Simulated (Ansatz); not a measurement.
C3H10InNO2 (SMILES CC[O][In]([NH2])[O]C), singlet, geometry from GFN2-xTB (such geometries of metal compounds can be far from the true shape) (all electrons, no relativity); SC-NEVPT2/STO-3G, CASSCF(6,6) run with Ansatz (a first-principles code).

Ansatz was given this input:
Ansatz 0.2 input:
```yaml
crystal:
  periodic: [false, false, false]
  atoms:
    - {symbol: In, position_ang: [-0.23354438, 0.13981651, 0.16615676]}
    - {symbol: O, position_ang: [-2.01454957, 0.03872926, -0.75891898]}
    - {symbol: C, position_ang: [-2.76916620, 1.19102160, -1.01294204]}
    - {symbol: H, position_ang: [-2.18889129, 1.97320073, -1.51631990]}
    - {symbol: H, position_ang: [-3.58437554, 0.88861861, -1.67808087]}
    - {symbol: H, position_ang: [-3.20777089, 1.60903775, -0.09829342]}
    - {symbol: O, position_ang: [0.68343374, -1.60298683, 0.58030673]}
    - {symbol: C, position_ang: [2.07769694, -1.63630692, 0.54559731]}
    - {symbol: C, position_ang: [2.65523697, -1.24385635, -0.80853619]}
    - {symbol: H, position_ang: [2.51616815, -0.99963284, 1.32979392]}
    - {symbol: H, position_ang: [2.34782821, -2.67706289, 0.77342923]}
    - {symbol: H, position_ang: [2.40667412, -0.19641746, -1.01110595]}
    - {symbol: H, position_ang: [3.73625403, -1.36542889, -0.81387270]}
    - {symbol: H, position_ang: [2.21572753, -1.86456969, -1.58759022]}
    - {symbol: N, position_ang: [0.68720504, 1.97660164, 0.50199628]}
    - {symbol: H, position_ang: [1.27173062, 1.91115262, 1.32913845]}
    - {symbol: H, position_ang: [-0.01378495, 2.68279213, 0.70142986]}
basis:
  gaussian:
    orbitals: STO-3G
magnetization: {spin_polarized: false}
correlation: {method: sc_nevpt2, electrons: all, active_space: {window: {electrons: 6, orbitals: 6}}}
```

Problem. Write the output that Ansatz gives for this input, abridged.

Solution. 
```
Functional definition: HF
947 factors; integrals over basis functions are off by at most 4.6e-5 eV
mean field evaluation 1: about -163328.1086 eV, gradient 3.5e1 eV
mean field evaluation 2: about -163328.4371 eV, gradient 3.5e1 eV
mean field evaluation 4: about -163333.0035 eV, gradient 2.4e0 eV
mean field evaluation 8: about -163333.0309 eV, gradient 3.5e-4 eV
mean field -163333.03085224 eV, -6002.3781727150 hartree, gradient 7.3e-6 eV, S^2 0.000000; 0 other end points of the search recorded, 0 dependent functions left out
reference -163333.03085224 eV, -6002.3781727150 hartree; 50, 50 occupied and 17, 17 virtual orbitals, 947 factors
state -163334.63494917 eV, -6002.4371221901 hartree
state -163334.63494917 eV, -6002.4371221901 hartree; corrected -163341.75923783 eV, -6002.6989349693 hartree
Total energy: -163341.75923783 eV, -6002.6989349693 hartree
```
